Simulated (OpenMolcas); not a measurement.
Ni4+: moving or changing the point charges

Ni4+ among 6 point charges of -2 e arranged as a trigonal prism (D3h), 1.79 Å from the ion, with a polar angle of 43.2° against the regular 49.1°.

* Program: OpenMolcas 26.06
* Method: SS-CASPT2, IPEA 0.25 Eh, imaginary shift 0.1 Eh (closed shells correlated: 3s 3p)
* Basis: ANO-RCC-VDZP [5s4p2d1f]
* Scalar Hamiltonian: DKH2, point nucleus
* Active space: 6 electrons in 5 orbitals (3d)
* State averaging: 2S+1 = 5 even, 5 roots; 2S+1 = 3 even, 45 roots; 2S+1 = 1 even, 50 roots
* Spin-orbit coupling: state interaction with AMFI integrals over the reference wave functions

Runs around this geometry, states (labels of D3, the rotations of D3h). Energies in cm-1 above the lowest state or level, χT in cm3 K/mol.

| R (Å) | q (e) | Polar angle / regular | Ground state | First state of that spin | First gap with spin-orbit (degeneracies) | χT at 300 K | First state of another spin |
| --- | --- | --- | --- | --- | --- | --- | --- |
| 1.79 | -1.6 | 0.88 | 5E | 5A1 7900 | 420 (2, 2) | 5.119 | 3E 29440 |
| 1.62 | -2 | 0.88 | 5E | 5A1 12470 | 420 (2, 2) | 5.093 | 3E 28130 |
| 1.79 | -2 | 0.88 | 5E | 5A1 9760 | 420 (2, 2) | 5.107 | 3E 29220 |
| 1.88 | -2 | 0.88 | 5E | 5A1 8590 | 420 (2, 2) | 5.115 | 3E 29480 |
| 1.79 | -2 | 0.95 | 5E | 5A1 6490 | 420 (2, 2) | 5.121 | 3E 28960 |

Taking the first state of the same spin as R^-n, n = -ln(8590 / 12470) / ln(1.88 / 1.62) = 2.5 between the shortest and longest distance.

Scaling the charges by -1.6 / -2 = 0.80 scales the first state of the same spin by 7900 / 9760 = 0.81; with fixed orbitals a first-order splitting would follow the charge.

Roots that are degenerate in the reference are averaged as groups; the widest CASPT2 spread within a group is 100 cm-1 (the 2-fold group of multiplicity 5 near 0 cm-1 above the lowest state of its run, R = 1.62, q = -2, ratio = 0.88). Shifts and gaps below about the spread of the groups concerned are not significant. An orbital doublet at a regular site is open to a Jahn-Teller distortion, which this geometry leaves out. Point charges give a weaker field than real ligands, and real ions of this kind are often low spin; the high spin found here belongs to the model. Free-ion shares, where given, are those of the reference states; single-state CASPT2 does not remix them. This is an electrostatic model: the charges have no orbitals. No measured value stands beside these numbers.
